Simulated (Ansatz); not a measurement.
Two members of one family (Cyclo-(X2SnS)n), computed with Ansatz in the gas phase; def2 core potentials for Sn, no spin–orbit coupling. Binding counts from free atoms in the multiplicity of their measured ground term, without zero-point energy. A dash marks a value that wasn't run or was left out as unsound. The structures are stationary points that may keep the symmetry of their start. Remarks come from the PBE and PBE0 runs and from stability tests at other levels; not every state was tested. HOMO above LUMO (over both spins in singlets and doublets, within one spin in higher multiplets; at PBE or PBE0), or a gap under 0.15 eV within one spin, warns that the state may not be the lowest or that an electron is smeared out.

First: cyclo-(H2SnS)2 (singlet, charge 0, PBE-D4/def2-SVP geometry).

```xyz
8

Sn   -1.3738    0.2605   -0.8671
H    -2.9575    0.3366   -0.1723
H    -1.4012    0.4900   -2.5826
S     0.1904    1.8083    0.2416
Sn    1.3737   -0.2606    0.8669
H     2.9555   -0.3358    0.1677
H     1.4059   -0.4908    2.5829
S    -0.1930   -1.8082   -0.2371
```

```json
{"level": "LDA (SPW92)/def2-TZVP", "HOMO (eV)": "-6.15", "LUMO (eV)": "-2.63", "gap (eV)": "3.52", "vertical triplet (eV)": "–", "binding per atom (eV)": "3.04"}
{"level": "PBE-D4/def2-SVP", "HOMO (eV)": "-5.92", "LUMO (eV)": "-2.16", "gap (eV)": "3.75", "vertical triplet (eV)": "–", "binding per atom (eV)": "2.61"}
{"level": "r2SCAN-D4/def2-TZVP", "HOMO (eV)": "-6.35", "LUMO (eV)": "-2.20", "gap (eV)": "4.16", "vertical triplet (eV)": "3.87", "binding per atom (eV)": "2.64"}
{"level": "PBE0-D4/def2-SVP", "HOMO (eV)": "-7.17", "LUMO (eV)": "-1.39", "gap (eV)": "5.79", "vertical triplet (eV)": "–", "binding per atom (eV)": "2.57"}
{"level": "PBE0-D4/def2-TZVP", "HOMO (eV)": "-7.25", "LUMO (eV)": "-1.55", "gap (eV)": "5.70", "vertical triplet (eV)": "4.15", "binding per atom (eV)": "2.61"}
```

Remarks: gap within one spin near zero at PBE or PBE0 (triplet).

Second: cyclo-(Me2SnS)3 (singlet, charge 0, PBE-D4/def2-SVP geometry).

Cartesian coordinates in Å:
```
Sn -1.674 0.071 -1.570
C -0.150 0.035 -3.112
C -3.693 -0.291 -2.265
S -1.728 2.271 -0.484
Sn 0.109 1.987 1.117
C -0.595 0.939 2.881
C 0.897 3.972 1.476
S 1.954 0.747 0.057
Sn 1.185 -1.568 0.335
C 2.168 -2.680 -1.245
C 1.609 -2.282 2.340
S -1.255 -1.685 0.107
H -0.067 -0.988 -3.527
H 0.805 0.351 -2.653
H -0.436 0.745 -3.912
H -3.736 -1.267 -2.784
H -3.993 0.517 -2.958
H -4.374 -0.302 -1.393
H 0.268 0.669 3.519
H -1.129 0.031 2.543
H -1.286 1.599 3.438
H 0.095 4.618 1.882
H 1.734 3.911 2.198
H 1.260 4.390 0.519
H 1.808 -3.727 -1.234
H 1.923 -2.212 -2.217
H 3.263 -2.657 -1.087
H 2.552 -1.820 2.690
H 1.710 -3.384 2.332
H 0.777 -1.988 3.007
```

**Question.** Estimate how these quantities change from the first to the second (second minus first).

**Answer.** 
| level | Δ HOMO (eV) | Δ LUMO (eV) | Δ gap (eV) | Δ vertical triplet (eV) | Δ binding per atom (eV) |
| --- | --- | --- | --- | --- | --- |
| LDA (SPW92)/def2-TZVP | 0.51 | 0.70 | 0.19 | – | 1.14 |
| PBE-D4/def2-SVP | 0.58 | 0.71 | 0.13 | – | 1.14 |
| r2SCAN-D4/def2-TZVP | 0.58 | 0.75 | 0.17 | 0.31 | 1.07 |
| PBE0-D4/def2-SVP | 0.63 | 0.75 | 0.12 | – | 1.14 |
| PBE0-D4/def2-TZVP | 0.59 | 0.76 | 0.17 | 0.21 | 1.10 |

Remarks: gap within one spin near zero at PBE or PBE0 (triplet), HOMO above LUMO (triplet).
